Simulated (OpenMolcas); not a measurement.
# Ionisation energies of zirconium

```yaml
Program: OpenMolcas
Basis: ANO-R3 [8s6p5d3f2g1h]
Scalar_Hamiltonian: X2C, finite nucleus
Spin-orbit_coupling: RASSI with atomic mean-field integrals over the reference wave functions, term energies averaged over their components
```

Active shells in each charge state: the valence d shell, with orbitals averaged over the low states. Where CASPT2's correlated closed shells are named, they are those of the first ion.

A. CASSCF
B. SS-CASPT2, IPEA 0.25 Eh, imaginary shift 0.1 Eh (closed shells correlated: 4s 4p)
C. SS-CASPT2, IPEA 0.25 Eh, imaginary shift 0.1 Eh (closed shells correlated: none)
D. SS-CASPT2, IPEA 0.25 Eh, imaginary shift 0.1 Eh (closed shells correlated: 3d 4s 4p)
E. SS-CASPT2, IPEA 0 Eh, imaginary shift 0.1 Eh (closed shells correlated: 4s 4p)

Energies in eV between the lowest computed levels, named as in B; reference values from the NIST Atomic Spectra Database with their kind.

```tsv
From	To	A	B	C	D	E	Spin-orbit share in B	Reference
Zr2+ 4d2 3F2	Zr3+ 4d 2D 3/2	22.306	23.170	22.466	23.146	23.265	+0.021	23.170 (semi-empirical)
Zr3+ 4d 2D 3/2	Zr4+ 4p6 1S0	33.415	34.260	33.415	34.231	34.337	+0.090	34.418 (measured)
```

Error against the reference values, in %:

```
From       Reference     A     B     C     D     E
Zr2+  semi-empirical  -3.7     0  -3.0  -0.1  +0.4
Zr3+        measured  -2.9  -0.5  -2.9  -0.5  -0.2
```

Absolute error against the one measured value: A 1.00 eV, B 0.16 eV, C 1.00 eV, D 0.19 eV, E 0.08 eV. E lies closest.

The lowest level within the active space need not be the ion's true ground level.
